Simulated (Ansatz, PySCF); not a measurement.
This PySCF input computes a CCSD(T)/cc-pVDZ energy:

```python
from pyscf import gto, scf, mp, cc as ccmod

mol = gto.M(
    atom='''
    C    -0.00000000   -0.00000000   -0.62355894
    C     0.00000000    0.00000000    0.62355894
    ''',
    basis='cc-pvdz',
    charge=0,
    spin=0,
    verbose=4,
)

mf = scf.RHF(mol)
mf.conv_tol = 1e-10
mf.max_cycle = 100
mf.kernel()
mp2 = mp.MP2(mf, frozen=2).run()
cc = ccmod.CCSD(mf, frozen=2)
cc.max_cycle = 100
cc.kernel()
et = cc.ccsd_t()
print(f'E(CCSD(T)) = {cc.e_tot + et:.9f}')
```

**Question.** Write an input for the same energy in Ansatz (a program for electronic structure) and say what it gives.

**Answer.** 
Ansatz 0.2 input:
```yaml
crystal:
  periodic: [false, false, false]
  atoms:
    - {symbol: C, position_ang: [-0.00000000, -0.00000000, -0.62355894]}
    - {symbol: C, position_ang: [0.00000000, 0.00000000, 0.62355894]}
basis:
  gaussian:
    orbitals: cc-pVDZ
magnetization: {spin_polarized: false}
correlation: {method: ccsd_t, electrons: outside_noble_gas}
```
It gives -75.72704 Eh, and PySCF -75.72704 Eh, a difference of 0.00 mEh.

This is an excited singlet: at this geometry the triplet lies 0.96 eV lower at wB97M-V/def2-TZVPD.
